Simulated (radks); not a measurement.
Results of a calculation; reference values are marked as such.
Rh+, configuration [Kr] 4d8.

Code: a radial shooting solver on a logarithmic mesh with Libxc functionals. Model: scalar-relativistic Kohn-Sham, PBE, spin-polarised, spherical densities, finite nucleus; open shells are filled with parallel spins first (spin-orbit coupling, left out, can overturn this in heavy ions); Fermi nuclear charge, rms radius 4.4945 fm.

Energy parts (hartree):
total: -4783.78095
kinetic: 4954.16964
electron-nucleus: -11534.69137
Hartree: 1935.10921
exchange-correlation: -138.36843

Orbitals (lengths in bohr, moments of r in powers of bohr; r(max) is where P^2 peaks; r(90%) holds 90 % of the orbital's charge):
orbital  occ.  eigenvalue (hartree)   <1/r>   r(max)      <r^4>  r(90%)
1s up       1             -846.9075   47.05  0.02118  5.366e-06  0.0585
1s down     1             -846.9076   47.05  0.02118  5.366e-06  0.0585
2s up       1             -123.0217   10.65   0.1198  0.0009693   0.219
2s down     1             -123.0109   10.65   0.1198  0.0009692   0.219
2p up       3             -110.2818   10.32  0.09576  0.0006944   0.201
2p down     3             -110.2737   10.32  0.09576  0.0006943   0.201
3s up       1             -22.21233   3.710   0.3514    0.04694   0.576
3s down     1             -22.20698   3.710   0.3515    0.04690   0.576
3p up       3             -18.02415   3.534   0.3447    0.05078   0.588
3p down     3             -18.01802   3.534   0.3447    0.05072   0.588
3d up       5             -11.32801   3.307   0.2914    0.05101   0.588
3d down     5             -11.31830   3.307   0.2915    0.05091   0.588
4s up       1              -3.33499   1.398   0.8824      1.806    1.43
4s down     1              -3.28758   1.401   0.8811      1.798    1.43
4p up       3              -2.15896   1.248   0.9458      2.886    1.61
4p down     3              -2.10891   1.251   0.9441      2.884    1.60
4d up       5              -0.52088  0.8818    1.147      17.26    2.47
4d down     3              -0.47231  0.8737    1.147      19.30    2.53

The highest occupied level is 4d down at -12.852 eV. For comparison, the ionisation energy in NIST's Atomic Spectra Database is 18.080 eV (semi-empirical). In exact Kohn-Sham theory the highest level is minus the ionisation energy, but local and semilocal functionals leave it too shallow, through self-interaction and a potential that decays too fast; potentials with the right tail come closer. Spin moment in Bohr magnetons: 2. The density falls to 0.001 e/bohr^3 at r = 3.74 bohr.
